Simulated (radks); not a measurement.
The numbers below are computed, except where a source is named.
F II, 8 electrons, occupied as [He] 2p(up 2, down 2) 2s(up 1, down 1) (spins set by hand, not the high-spin state).

Code: a radial shooting solver on a logarithmic mesh with Libxc functionals. Model: non-relativistic Kohn-Sham, PBEsol, spin-polarised, spherical densities, point nucleus.

Energy parts (hartree):
total: -98.64466
kinetic: 98.38362
electron-nucleus: -231.41955
Hartree: 43.78041
exchange-correlation: -9.38914

Orbitals (lengths in bohr, moments of r in powers of bohr; r(max) is where P^2 peaks; r(90%) holds 90 % of the orbital's charge):
orbital	occ.	eigenvalue (hartree)	<1/r>	r(max)	r(90%)	<r>
1s	2	-25.03208	8.598	0.1148	0.317	0.1769
2s	2	-1.73074	1.511	0.7545	1.54	0.9647
2p	4	-1.03743	1.374	0.6816	1.68	0.9834

The highest occupied level is 2p at -28.230 eV. The density falls to 0.001 e/bohr^3 at r = 2.75 bohr. The electron density at the nucleus is 449.5 e/bohr^3. Summed over all electrons, <r^2> = 7.301 bohr^2, which gives a Langevin (diamagnetic) susceptibility term of -5.78 x 10^-6 cm^3/mol. Virial ratio -V/T = 2.00265.
